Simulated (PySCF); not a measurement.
Compound: C5H6F3PSe.
SMILES with atom numbers: `[CH2:1]=[CH:2][P@@:3]([CH3:4])(=[Se:5])[C:6]([F:7])=[C:8]([F:9])[F:10]` (hydrogens: H11, H12 on C1; H13 on C2; H14, H15, H16 on C4)

A linear-response calculation (PySCF, def2-SVPD basis, gas phase, vertical, core orbitals frozen in the response) gave these numbers; the functional is withheld.

Orbital energies (eV): HOMO-3 -10.17, HOMO-2 -9.39, HOMO-1 -7.62, HOMO -7.54, LUMO -0.07, LUMO+1 0.23, LUMO+2 0.80.

```tsv
state	E (eV)	f	main configurations (H = HOMO, L = LUMO)
S1	4.60	0.0042	H-1→L (40%), H-1→L+1 (28%), H→L+1 (22%)
S2	4.65	0.034	H→L+1 (60%), H-1→L (21%)
S3	4.71	0.010	H-1→L+1 (32%), H→L (31%), H-1→L (26%)
S4	4.76	0.011	H→L (60%), H-1→L+1 (23%), H-1→L (11%)
S5	5.64	0.0044	H→L+2 (31%), H→L+3 (28%), H→L+4 (13%)
S6	5.82	0.017	H-1→L+3 (22%), H-1→L+2 (21%), H→L+3 (18%)
```

Triplets, Tamm–Dancoff:

```
state  E (eV)  λ (nm)   main configurations (H = HOMO, L = LUMO)
   T1    3.89   318.9  H→L+1 (43%), H-2→L+1 (30%), H-1→L+1 (13%)
   T2    4.22   294.1      H-3→L (37%), H-1→L+1 (22%), H→L (15%)
   T3    4.24   292.6    H-3→L (33%), H-1→L+1 (30%), H→L+1 (14%)
   T4    4.42   280.2  H-2→L+1 (39%), H-1→L+1 (14%), H→L+1 (13%)
```

Vertical ionisation energy by ΔSCF with the same functional: 8.26 eV. Mean static polarisability: 117.4 au.

Question: Name the functional.
A. CAM-B3LYP
B. PBE
C. B3LYP
D. HF

Answer: A. CAM-B3LYP is range-separated, 19% exact exchange at short range and 65% at long range (ω = 0.33 bohr⁻¹). In this run −ε(HOMO) = 7.54 eV differs from the ΔSCF value by -0.72 eV, and S1 differs from the orbital gap of 7.47 eV by -2.87 eV. The ratio −ε(HOMO)/IP is 0.91. Usual ranges for neutral molecules in this basis: 0.85 to 0.93 with CAM-B3LYP, 0.5 to 0.7 with PBE, 0.67 to 0.83 with B3LYP; Hartree–Fock can't fall below 1, since the ion's relaxation only lowers the ΔSCF value.

Computed with PySCF, TDDFT CAM-B3LYP/def2-SVPD, vertical, gas phase, core orbitals frozen in the response. The structure is a single PBE0-D3(BJ)/def2-SVP conformer in the gas phase; no vibrational or solvent corrections. The CAM-B3LYP/def2-SVPD calculation is non-relativistic and has no spin–orbit coupling, an omission that weighs most on selenium.

On Arm Neoverse V2, one thread, shared host with 96 logical CPUs at a one-minute load of 72, this took 7.7 min wall (with the writing of density and orbital grids) and 1.4 GiB of memory at its peak.

Conformer computed: `[CH2:1]=[CH:2][P@@:3]([CH3:4])(=[Se:5])[C:6]([F:7])=[C:8]([F:9])[F:10]`: C1–C2–P3–C4 -127°, C2–P3–C6–F7 -31°.
